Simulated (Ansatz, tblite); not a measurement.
Removing and adding an electron: dimethylphenylsulfonium dicyanamide (C₁₀H₁₁N₃S). Charge 0, multiplicity 1. Geometry: PBE-D4/def2-SVP. Ansatz, gas phase; energy differences of separate SCF runs; the oxidised species was run as a doublet alone; the reduced species was run as a doublet alone.

```xyz
25

C     0.8169   -2.1941    0.3089
S    -0.5292   -1.0417    0.7201
C    -1.9289   -1.9350   -0.0774
C    -0.3208    0.3352   -0.4099
C    -0.6077    1.6083    0.1100
C    -0.4484    2.7255   -0.7239
C    -0.0160    2.5651   -2.0477
C     0.2661    1.2828   -2.5523
C     0.1169    0.1556   -1.7351
H     1.7386   -1.5855    0.3353
H     0.8419   -2.9238    1.1406
H     0.6383   -2.6703   -0.6718
H    -2.0624   -2.8832    0.4782
H    -2.8241   -1.2986    0.0490
H    -1.7317   -2.1227   -1.1495
H    -0.9061    1.7436    1.1583
H    -0.6402    3.7272   -0.3132
H     0.1154    3.4464   -2.6932
H     0.6140    1.1585   -3.5888
H     0.3514   -0.8431   -2.1318
N     1.1608   -2.0194    3.6058
C     1.3317   -0.9894    3.0394
N     1.4901    0.0055    2.1877
C     1.3434    1.2886    2.4486
N     1.1900    2.4643    2.5126
```

The xTB rows come from tblite. In the singlet geometry the species has come apart into loosely held pieces. In the doublet geometry the species has come apart into loosely held pieces.

| level | −HOMO (eV) | vertical IE (eV) | −LUMO (eV) | vertical EA (eV) | HOMO–LUMO gap (eV) | IE − EA (eV) | remarks |
| --- | --- | --- | --- | --- | --- | --- | --- |
| GFN2-xTB | 9.06 | 12.36 | 7.91 | 5.51 | 1.14 | 6.85 | – |
| PBE-D4/def2-SVP | 4.57 | 7.47 | 2.68 | 0.42 | 1.89 | 7.05 | HOMO above zero (-1 doublet) |

Q: Estimate the rows for GFN1-xTB, PBE0-D4/def2-SVP.

A: 
| level | −HOMO (eV) | vertical IE (eV) | −LUMO (eV) | vertical EA (eV) | HOMO–LUMO gap (eV) | IE − EA (eV) | remarks |
| --- | --- | --- | --- | --- | --- | --- | --- |
| GFN1-xTB | 9.63 | 12.66 | 8.80 | 6.35 | 0.84 | 6.31 | – |
| PBE0-D4/def2-SVP | 5.70 | 7.61 | 1.88 | 0.36 | 3.82 | 7.25 | HOMO above zero (-1 doublet) |

Relaxing the reduced species (PBE-D4/def2-SVP) changes its energy by -1.16 eV at PBE-D4/def2-SVP, so the adiabatic electron affinity to this nearest minimum is 1.58 eV. On the way the bond S2–C3 breaks. At PBE0-D4/def2-SVP it is 1.69 eV.     A HOMO above zero means that the electron is unbound at that level or that self-interaction error raises the level; the energy of removing that electron tells which. Raw xTB energy differences between charge states are shifted by several eV; the methods need an empirical correction for them. Sets without diffuse functions give affinities that are too small.
